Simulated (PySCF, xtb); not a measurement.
Be(Et)(NH2) (C₂H₇BeN), SMILES C[CH2][Be][NH2]. The values are those of a single conformer.

Harmonic wavenumbers (cm⁻¹) from xtb with GFN2-xTB at its own minimum, in rising order: 37, 77, 135, 238, 264, 473, 518, 575, 583, 938, 998, 1041, 1176, 1255, 1282, 1421, 1520, 1525, 1527, 1567, 2926, 2956, 2971, 3011, 3022, 3490, 3497.

Question: What does PBE0-D3(BJ)/def2-SVP run with PySCF give at its own minimum? (An estimate is asked for; the answer gives what the named calculation found.)

Answer: 76, 125, 168, 277, 403, 459, 535, 586, 704, 928, 958, 1040, 1196, 1242, 1354, 1391, 1416, 1472, 1483, 1541, 3016, 3035, 3058, 3115, 3127, 3620, 3700. Paired by order, the mean absolute difference is 62 cm⁻¹ and the zero-point energies are 55.8 and 57.2 kcal/mol.
